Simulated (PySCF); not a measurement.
## Two-component Hartree-Fock for Xe³²⁺ (xenon, charge +32)

Start: [Ar] 3d4; 3d3/2 filled at m_j = -3/2, -1/2, +1/2, +3/2. Calculated with PySCF 2.14 in an uncontracted even-tempered set (16 s from 5.5 bohr⁻², ratio 2.8; 12 p from 7.2 bohr⁻², ratio 2.8; 8 d from 7.2 bohr⁻², ratio 2.8; 3 f from 24 bohr⁻², ratio 3): generalised Hartree-Fock with the X2C-1e Hamiltonian and a Gaussian nucleus; one run each with spin-orbit coupling (SO) switched off, then screened by Boettger's factors.

```csv
spinor shell,electrons,"ε, spin-free (eV)","ε, screened SO (eV)",weight of nominal j (screened SO),"rms radius, screened SO (bohr)"
1s1/2,2,-36232.1,-36226.3,1.000,0.0305
2s1/2,2,-6969.3,-6966.5,1.000,0.123
2p1/2,2,-6404.5,-6641.0,1.000,0.106
3s1/2,2,-2433.1,-2432.2,1.000,0.308
3p1/2,2,-2243.1,-2307.9,1.000,0.298
3p3/2,4,-2243.1,-2212.8,1.000,0.309
3d3/2,4,-2024.6,-2025.7,1.000,0.272
```

(1) Where does 2p3/2 lie, and what is the 2p spin-orbit splitting (screened SO)?

| quantity | spin-free | screened SO |
| --- | --- | --- |
| E (hartree) | -6736.93277 | -6740.14018 |
| M_J | 0 | 0 |
| ⟨J²⟩ | 4.001 | 0.000 |
| ⟨L²⟩ | 6.001 | 2.415 |
| ⟨S²⟩ | 6.000 | 2.415 |

Breit and QED terms are absent; they matter most for the inner s and p1/2 levels.

Densities and radii are taken from the X2C orbitals without a picture-change correction, which distorts them close to the nucleus.

Without spin-orbit coupling the j labels of p, d and f shells carry no meaning; the spin-free column gives the mean over the occupied spinors of each nl shell, and its ⟨J²⟩ belongs to a mixture of degenerate components.

Answers

(1) At -6295.1 eV, 345.87 eV above 2p1/2.
